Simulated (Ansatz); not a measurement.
Question: Name a neutral molecule of C, Cl, Ge, N and H with HOMO energy (ωB97M-V/def2-TZVPP) between -10.50 and -10.20 eV and size of the dipole moment (PBE/def2-TZVPP) between 3.50 and 3.80 D (Ansatz, PBE0-D4/def2-TZVP geometry).

Answer: `[CH3][Ge]([NH2])([Cl])[Cl]` (-10.26 eV, 3.54 D). Other molecules can fit too; these were computed, each in one conformer that needn't be the lowest.
